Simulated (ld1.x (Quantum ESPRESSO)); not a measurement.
# As, TM semilocal: configuration errors across variants

* Element: arsenic (As)
* Generator: ld1.x (Quantum ESPRESSO) 7.5
* Type: norm-conserving Troullier–Martins (semilocal form)
* Functional: PBE
* Relativity: scalar-relativistic
* Frozen core: [Ar] 3d10
* Valence charge: 5
* Reference configuration: 4s2 4p2 (charge +1)
* Partial waves: 4s (bound): rc 1.50 bohr; 4p (bound): rc 1.80 bohr; 4d channel at 0.2 Ry: rc 1.75 bohr
* Local potential: the d channel
* Core correction: Bessel-smoothed model core, default radius (core density twice the valence density)

All-electron excitation energies from the reference (eV): (1) 4s2 4p3 -9.149; (2) 4s2 4p1 17.918; (3) 4s2 4p0 45.621; (4) 4s2 4p2.5 -5.594; (5) 4s1 4p4 0.268; (6) 4s0 4p5 9.907; (7) 4s1 4p0 96.268.

In the semilocal form every listed channel keeps its own potential, so the choice of the local channel does not act on these tests. It acts once the file is put into the separable form.

A semilocal file is local in each channel, so a ghost entry of none says nothing of the separable form that plane-wave codes build from it.

The default core radius of the base comes out at 1.26 bohr.

2 further variants failed, have other tests or another functional or relativity, and are left out.

A true bound ghost makes a file unfit for plane-wave use even where its test errors are small: the radial tests pick states by their node count and pass the ghost by.

Errors AE − PS in meV (a dash: test not solved or not reliable):

| change | (1) | (2) | (3) | (4) | (5) | (6) | (7) | bound ghosts |
| --- | --- | --- | --- | --- | --- | --- | --- | --- |
| base | 0.0 | -10 | -62 | +0.2 | -4.6 | -26 | -283 | none |
| local potential the s channel | 0.0 | -10 | -62 | +0.2 | -4.6 | -26 | -283 | none |
| core correction Bessel-smoothed model core inside 0.78 bohr | 0.0 | -10 | -63 | +0.2 | -4.7 | -27 | -289 | none |
| wave 4p (bound): rc 1.80 bohr becomes 4p (bound): rc 1.22 bohr | +2.4 | -8.7 | -79 | +0.7 | -1.9 | -15 | -326 | none |
| form changed from semilocal to separable (Kleinman–Bylander), still TM; local potential the p channel | -1.0 | -14 | -84 | -0.2 | -4.6 | -26 | -329 | d |
| wave 4d channel at 0.2 Ry: rc 1.75 bohr becomes 4d channel at -0.19 Ry: rc 1.75 bohr | 0.0 | -10 | -62 | +0.2 | -4.6 | -26 | -283 | none |
| wave 4d channel at 0.2 Ry: rc 1.75 bohr becomes 4d channel at 0.2 Ry: rc 1.68 bohr | 0.0 | -10 | -62 | +0.2 | -4.6 | -26 | -283 | none |
| all radii but the core radius scaled by about 1.36 (s 2.04, p 2.46, d 2.38 bohr) | +1.8 | -10 | -75 | +0.6 | -6.5 | -35 | -358 | none |
| type ultrasoft, which also changes the form from semilocal to separable; waves now 4s (bound): rcut 1.30, rcutus 1.50 bohr; 4s channel at 2.05 Ry: rcut 1.30, rcutus 1.50 bohr; 4p (bound): rcut 1.55, rcutus 1.80 bohr; 4p channel at 0.95 Ry: rcut 1.55, rcutus 1.80 bohr; 4d channel at 0.2 Ry: rcut 1.50, rcutus 1.75 bohr; local potential all-electron potential smoothed inside 1.75 bohr (lloc = -1); augmentation built from norm-conserving waves at rcut, not smoothed further | -1.3 | -13 | -72 | -0.2 | -4.9 | -28 | -314 | none |
| wave 4d channel at 0.2 Ry: rc 1.75 bohr becomes 4d channel at 1.11 Ry: rc 1.75 bohr | 0.0 | -10 | -62 | +0.2 | -4.6 | -26 | -283 | none |

(1) Give the same row for: wave 4s (bound): rc 1.50 bohr becomes 4s (bound): rc 2.10 bohr.

Answers

(1) +1.3, -5.7, -32, +0.7, -20, -91, -281; bound ghosts: none.
